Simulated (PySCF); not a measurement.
Isomers of C3H7AlCl2. Level of theory: PBE0-D3(BJ)/def2-SVP geometry optimisation, gas phase (PySCF 2.14.0). One conformer each; no zero-point energy, no entropy. No frequencies were run at this level. Point groups hold within 0.08 Å.

Question: Order them by energy at this level, lowest first, and give relative energies in kcal/mol.
A. AlCl2(iPr) (`C[CH](C)[Al]([Cl])[Cl]`)
B. `CC[CH2][Al]([Cl])[Cl]` (AlCl2(nPr))

Answer: B (0.0), A (2.0).

Neighbours under 2.5 kcal/mol apart (CC[CH2][Al]([Cl])[Cl] and C[CH](C)[Al]([Cl])[Cl]) can change places with a better method, another conformer or zero-point energy.

| SMILES | E (Eh) | E rel (kcal/mol) | dipole (D) | point group | A, B, C (MHz) |
| --- | --- | --- | --- | --- | --- |
| CC[CH2][Al]([Cl])[Cl] | -1280.51553 | 0.0 | 2.19 | C1 | 2180, 953.2, 685.6 |
| C[CH](C)[Al]([Cl])[Cl] | -1280.51237 | 2.0 | 2.22 | C1 | 1880, 1259, 891.0 |

Question: How do the relative energies change in single points at B3LYP/pcSseg-1 (pcSseg-2 on Al) (no added dispersion term) on the same geometries?

Answer: 
```csv
SMILES,PBE0-D3(BJ)/def2-SVP (kcal/mol),B3LYP/pcSseg-1 (pcSseg-2 on Al) (kcal/mol),shift
CC[CH2][Al]([Cl])[Cl],0.0,0.0,0.0
C[CH](C)[Al]([Cl])[Cl],2.0,3.0,+1.0
```

Each column counts from its own lowest isomer. The order is unchanged; the largest shift is 1.0 kcal/mol.

Question: As an exercise, what shares would exp(−E/RT) give at 1000 K from these electronic energies alone (no entropy, no degeneracies)?

Answer: RT = 1.987 kcal/mol: CC[CH2][Al]([Cl])[Cl] 73.1 %, C[CH](C)[Al]([Cl])[Cl] 26.9 %.
